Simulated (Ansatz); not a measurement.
`FC1O[SiH2][Se]1`. The species carries charge 0 and has multiplicity 1. The structure was optimised at the PBE0-D4/def2-TZVP level.

```xyz
8

F     0.619    1.961   -0.831
C     0.834    0.814   -0.151
O     0.365   -0.266   -0.871
Si   -0.817   -0.891    0.140
Se   -0.237    0.768    1.558
H     1.902    0.740    0.060
H    -2.170   -0.854   -0.464
H    -0.496   -2.274    0.560
```

(1) What is the dipole moment at B3LYP/def2-TZVPP? (Estimate.)

(2) And with PBE, r2SCAN, ωB97M-V? (Estimate.)

(3) Give the Mulliken charges with B3LYP, PBE, ωB97M-V in def2-TZVPP. (Best estimate.)

## Answers

(1) Ansatz gave: 1.69 D, with components (-0.13, -1.52, 0.72) D in this frame, pointing from negative to positive charge.

(2) Computed: PBE 1.47 D, r2SCAN 1.56 D, ωB97M-V 1.71 D.

(3) Computed: 
```json
{"atom": "F1", "B3LYP": "-0.19", "PBE": "-0.14", "ωB97M-V": "-0.17"}
{"atom": "C2", "B3LYP": "0.25", "PBE": "0.20", "ωB97M-V": "0.21"}
{"atom": "O3", "B3LYP": "-0.36", "PBE": "-0.28", "ωB97M-V": "-0.35"}
{"atom": "Si4", "B3LYP": "0.45", "PBE": "0.37", "ωB97M-V": "0.37"}
{"atom": "Se5", "B3LYP": "-0.16", "PBE": "-0.15", "ωB97M-V": "-0.15"}
{"atom": "H6", "B3LYP": "0.11", "PBE": "0.10", "ωB97M-V": "0.13"}
{"atom": "H7", "B3LYP": "-0.06", "PBE": "-0.05", "ωB97M-V": "-0.02"}
{"atom": "H8", "B3LYP": "-0.06", "PBE": "-0.05", "ωB97M-V": "-0.02"}
```

B3LYP here is the variant with VWN-RPA as its local correlation; programs differ in this.
